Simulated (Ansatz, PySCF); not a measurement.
Spin states of FOTa (SMILES [O]=[Ta][F]), each relaxed with B3LYP-D3(BJ)/def2-TZVP.
State 1 (charge 0, multiplicity 1):
```
atom    x (Å)    y (Å)    z (Å)
----  -------  -------  -------
Ta     0.3647  -0.1056   0.5530
O      1.0183  -0.2050  -1.0142
F     -1.4161   0.3580   0.3908
```
State 2 (charge 0, multiplicity 3):
```xyz
3

Ta     0.33816    -0.09557     0.47826
O      1.13424    -0.23367    -1.03890
F     -1.50557     0.37662     0.49032
```

| level | energy of the multiplicity-3 state less that of the multiplicity-1 state (kJ/mol) | cost |
|---|---|---|
| PBE-D3(BJ)/def2-TZVPP | 11.6 | ×1 |
| PBE-D4/def2-TZVPP | 11.7 | ×1 |
| BLYP-D4/def2-TZVPP | 25.2 | ×1 |
| r2SCAN/def2-TZVPP | -23.0 | ×3 |
| r2SCAN-D3(BJ)/def2-TZVPP | -23.0 | ×3 |
| r2SCAN-D4/def2-TZVPP | -23.0 | ×3 |
| r2SCANh/def2-TZVPP | -26.1 | ×2 |
| B3LYP/def2-TZVPP | 12.0 | ×0.9 |
| B3LYP-D3(BJ)/def2-TZVPP | 12.1 | ×0.9 |
| B3LYP-D4/def2-TZVPP | 12.2 | ×0.9 |
| PBE0-D4/def2-TZVPP | -6.7 | ×1 |
| BHLYP-D3(BJ)/def2-TZVPP | -7.5 | ×1 |
| CAM-B3LYP/def2-TZVPP | 8.4 | ×1 |
| CAM-B3LYP-D4/def2-TZVPP | 8.4 | ×1 |
| wB97X-V/def2-TZVPP | 13.3 | ×3 |
| B2PLYP/def2-TZVPP | 20.8 | ×1 |
| CCSD/def2-TZVPP | 15.5 | - |
| CCSD(T)/def2-SVP | 33.0 | ×4 |
| CCSD(T)/def2-TZVPP | 36.0 | ×30 |
| CCSD(T)/CBS(def2-SVP, def2-TZVPP) | 38.3 | ×30 |

The rows run from -26.1 (r2SCANh/def2-TZVPP) to 38.3 kJ/mol (CCSD(T)/CBS(def2-SVP, def2-TZVPP)). From def2-SVP to def2-TZVPP CCSD(T) changes by 3.0. The dispersion term adds 0.0 in r2SCAN-D3(BJ), 0.0 in r2SCAN-D4, 0.1 in B3LYP-D3(BJ). The 6 functionals in def2-TZVPP without D3 or D4 span 46.9, from r2SCANh to B2PLYP.

Singlets are restricted, other states unrestricted; no spin–orbit coupling, no relativity up to Kr; see below for the cores. The largest T1 diagnostic is 0.027.

Correlated levels freeze the inner cores; with def2 sets outer-core shells near the valence are correlated too. CBS: X⁻³ extrapolation of the correlation energy, Hartree–Fock from the larger set.

Doubts at one or more of the structures used: a restricted determinant that unrestricted orbitals would lower (B2PLYP/def2-TZVPP, CCSD/def2-TZVPP, CCSD(T)/def2-SVP, CCSD(T)/def2-TZVPP, CCSD(T)/CBS(def2-SVP, def2-TZVPP)).

Codes used: Ansatz (a program for electronic structure); PySCF for the dispersion terms. Values without a source in brackets are computed. In def2 rows elements past Kr take small-core potentials, without spin–orbit coupling.

Costs are rough ratios of core time to PBE/def2-TZVPP (about 5 s over the structures, on one shared machine); a dash marks a level with no comparable run of its own.
